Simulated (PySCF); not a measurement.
**Electronic structure of As⁺ (arsenic, charge +1) at the PBE level**

Configuration: [Ar] 3d10 4s2 4p2, high-spin 3P determinant. Computed with PySCF 2.14 in x2c-QZVPPall (11s8p5d4f1g, 97 functions), with scalar relativity by spin-free X2C-1e.

| Item | Value |
| --- | --- |
| Total energy | -2260.116 hartree |
| One-electron energy | -3133.792 hartree |
| Hartree (Coulomb) energy | 957.441 hartree |
| Exchange-correlation energy | -83.765 hartree |
| ⟨S²⟩ | 2.0018 |
| ⟨L²⟩ | 2.007 |
| Sum of ⟨r⟩ | 21.57 bohr |
| Sum of ⟨r²⟩ | 29.88 bohr² |
| Traceless quadrupole moment −½Σ⟨3z² − r²⟩ along its main axis | 2.32 e·bohr² |
| Langevin diamagnetic susceptibility | -23.7 ×10⁻⁶ cm³/mol |

```csv
shell,electrons,mean orbital energy (hartree),spread (hartree),"rms radius, mean of both spins (bohr)"
1s α,1,-430.57603,0,0.0524
1s β,1,-430.57267,0,0.0524
2s α,1,-54.94690,0,0.220
2s β,1,-54.94539,0,0.220
2p α,3,-48.22906,0.00428,0.196
2p β,3,-48.22606,0.00689,0.196
3s α,1,-7.34307,0,0.642
3s β,1,-7.33887,0,0.642
3p α,3,-5.26482,0.01484,0.669
3p β,3,-5.25992,0.01933,0.669
3d α,5,-1.84989,0.01404,0.761
3d β,5,-1.84207,0.02076,0.761
4s α,1,-0.88151,0,2.00
4s β,1,-0.81728,0,2.00
4p α,2,-0.51517,0,2.47
```

Densities and radii are taken from the X2C orbitals without a picture-change correction, which distorts them close to the nucleus.
